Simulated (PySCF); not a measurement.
Compound: C3H6BCl.
SMILES with atom numbers: `[Cl:1][BH:2][CH:3]1[CH2:4][CH2:5]1`

Probes without a nucleus sit at each ring's centroid and 1 Å off its mean plane on both sides; NICS is minus the shielding there, NICSzz its component along the normal. Level: GIAO PBE0/pcSseg-1 (PySCF, non-relativistic, gas phase) on the PBE0-D3(BJ)/def2-SVP geometry, one conformer.

Ring bond lengths (Å), with Mayer bond orders in brackets: C3–C4 1.528 (0.91), C4–C5 1.474 (1.00), C5–C3 1.528 (0.91).

Problem. Give the NICS values of each ring in ppm.

Solution. 
```tsv
ring	type	NICS(0)	NICS(1), two faces	NICS(1)zz, two faces	rms pucker (Å)	centre to ring atoms, mean (Å)
C3–C4–C5	3-membered carbocycle; formal bonds all single	-44.5	-8.6 / -8.1	-28.4 / -24.3	0.00	0.87
```

Problem. What can be read from them?

Solution. 
- C3–C4–C5: mean NICS(1)zz -26.3 ppm, shielded. C3, C4, C5 have four or more neighbours, and the NICS criterion for π rings isn't applied. The two faces differ by 4.1 ppm, so no symmetry operation interchanges them. NICS(0) lies 36 ppm below the mean NICS(1).

Problem. At the second NICS(1) probe listed for ring C3–C4–C5, 1 Å off the ring, how large is the induced field along the normal in 9.4 T applied along it?

Solution. NICSzz × B0 = -24.3 ppm × 9.4 T = -228 μT, against the applied field.

Problem. List the ring angles and the Hirshfeld charges of the ring atoms.

Solution. 
- C3–C4–C5: C3 57.7° (-0.123 e), C4 61.2° (-0.075 e), C5 61.2° (-0.075 e); sum 180.0° against 180° for a flat convex ring.

Problem. How do the values depend on the level or the medium?

Solution. 
| level | NICS(0), C3–C4–C5 | mean NICS(1)zz, C3–C4–C5 |
| --- | --- | --- |
| PBE0/pcSseg-1, gas | -44.5 | -26.3 |
| wB97X-D/pcSseg-2, gas | -45.2 | -27.6 |

The geometry is the same throughout.

The values belong to the conformer `[Cl:1][BH:2][CH:3]1[CH2:4][CH2:5]1`: Cl1–B2–C3–C4 33°.
